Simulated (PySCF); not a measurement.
**[Lu(H2O)]3+ relaxed at several levels**

Computed with PySCF 2.14.0, def2-SVP on the ligands, density fitting, scalar-relativistic core potentials, no spin-orbit coupling, vacuum. Each row is relaxed at its own level from the same template. Distances are means of the shortest metal–ligand contacts, charges and spins Mulliken's; removal energies are rigid, with the ligand's formal charge and no counterpoise, so too large; for an anion taken off a cation in vacuum most of it is the attraction of opposite charges, and multiply charged cations can part far more cheaply with an electron moved from ligand to metal. lcecp potentials hold a fixed number of 4f electrons in the core, out of states, spins and gaps.

```json
{"level": "B3LYP", "basis on the metal": "lcecp-1-SVP with ECP60", "point group": "C2v", "M–H2O (Å)": "2.120", "charge on M (e)": "2.50", "HOMO–LUMO gap (eV)": "–", "removal of one H2O (eV)": "5.66", "strongest infrared band, degenerate modes summed (cm⁻¹)": "3307", "unstable modes (below −25 cm⁻¹)": "0"}
{"level": "r2SCAN", "basis on the metal": "lcecp-1-SVP with ECP60", "point group": "C2v", "M–H2O (Å)": "2.119", "charge on M (e)": "2.52", "HOMO–LUMO gap (eV)": "–", "removal of one H2O (eV)": "5.54", "strongest infrared band, degenerate modes summed (cm⁻¹)": "–", "unstable modes (below −25 cm⁻¹)": "not given"}
{"level": "PBE", "basis on the metal": "def2-SVP with ECP28", "point group": "C2v", "M–H2O (Å)": "2.074", "charge on M (e)": "2.51", "HOMO–LUMO gap (eV)": "5.16", "removal of one H2O (eV)": "6.08", "strongest infrared band, degenerate modes summed (cm⁻¹)": "3175", "unstable modes (below −25 cm⁻¹)": "0"}
{"level": "PBE0", "basis on the metal": "def2-SVP with ECP28", "point group": "C2v", "M–H2O (Å)": "2.069", "charge on M (e)": "2.57", "HOMO–LUMO gap (eV)": "7.96", "removal of one H2O (eV)": "5.80", "strongest infrared band, degenerate modes summed (cm⁻¹)": "3332", "unstable modes (below −25 cm⁻¹)": "0"}
```

(1) What does the calculation give for PBE0, lcecp-1-SVP with ECP60?

One start shape was tried for each, so a minimum needn't be the lowest isomer.

Results:

(1) point group: C2v, M–H2O (Å): 2.111, charge on M (e): 2.52, removal of one H2O (eV): 5.59, strongest infrared band, degenerate modes summed (cm⁻¹): 3363, unstable modes (below −25 cm⁻¹): 0.
```xyz
4

Lu    0.0000    0.0000   -0.0439
O     0.0000    0.0000    2.0672
H     0.7820    0.0000    2.6983
H    -0.7820    0.0000    2.6983
```
